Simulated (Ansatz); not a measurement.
System: CH₄BO₂, charge 0, multiplicity 2. It need not be the lowest isomer of its formula. 
Coordinates optimised at B3LYP-D3(BJ)/def2-TZVP (Ansatz, a first-principles code):
```
O
B 1 1.3392
O 2 1.3546 1 121.01
H 3 0.9606 2 113.48 1 180.00
C 1 1.4242 2 123.67 3 -180.00
H 5 1.0900 1 108.60 2 -120.71
H 5 1.0900 6 109.15 1 118.24
H 5 1.0910 6 109.58 7 120.01
```
Charge 0, spin multiplicity 2.

Computed values are from Ansatz. Cores are frozen in the correlated levels unless marked. UHF or UKS for open shells. Spin-orbit coupling is left out. Non-relativistic. CBS(X,Y): correlation extrapolated as X^-3; Hartree-Fock from the larger set (for Q and 5 zeta extrapolated as (X+1)exp(-9√X)).

atomisation energy De: 3156.6 kJ/mol at CCSD(T)/CBS(cc-pVQZ,cc-pV5Z)
total energy: -215.6055 Eh at CCSD(T)/CBS(cc-pVQZ,cc-pV5Z)
dipole moment: 1.44 D at CCSD(T)/aug-cc-pVDZ
T1 diagnostic: 0.014 at CCSD/cc-pV5Z
